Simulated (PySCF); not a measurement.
# Xe(3+) (xenon, charge +3) across methods

[Kr] 4d10 5s2 5p3, high-spin 4S determinant. Computed with PySCF 2.14 in aug-cc-pwCVTZ-DK3 with one added diffuse shell each of s, p, d, f type (11s10p8d5f1g, 125 functions), with scalar relativity by spin-free X2C-1e.

```
 method  E (hartree)  mean ε 5s α (eV)  mean ε 5s β (eV)  mean ε 5p α (eV)  Σ⟨r²⟩ (bohr²)   ⟨S²⟩
wB97M-V     -7443.36           -56.433           -52.089           -41.861          36.33  3.751
    LDA     -7437.14           -51.455           -49.125           -38.158          36.19  3.750
 r2SCAN     -7443.86           -52.285           -48.371           -38.637          36.23  3.751
    UHF  -7440.96464           -60.389           -51.597           -43.389          36.53  3.751
    PBE     -7443.45           -51.293           -48.544           -38.076          36.23  3.751
   PBE0     -7443.52           -53.839           -49.689           -39.637          36.23  3.751
```
